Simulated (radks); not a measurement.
Task: Calculated with a radial shooting solver on a logarithmic mesh with Libxc functionals: non-relativistic Kohn-Sham, LB94 model potential, spin-polarised, spherical densities, point nucleus; open shells are filled with parallel spins first (spin-orbit coupling, left out, can overturn this in heavy ions). Response by self-consistent Sternheimer equations with the Hartree and adiabatic LDA kernel. For heavy and open-shell atoms this level of theory can miss by tens of per cent. Rank P+, Ne2+, Ti, C2+, Mn+, Zr, Sb+, Li, Ru (NIST ground configurations) by static dipole polarisability, largest first.

Result: Li 150.0, Zr 99.74, Ti 82.87, Ru 49.19, Sb+ 24.28, Mn+ 23.27, P+ 14.38, C2+ 4.357, Ne2+ 0.8579 bohr^3.
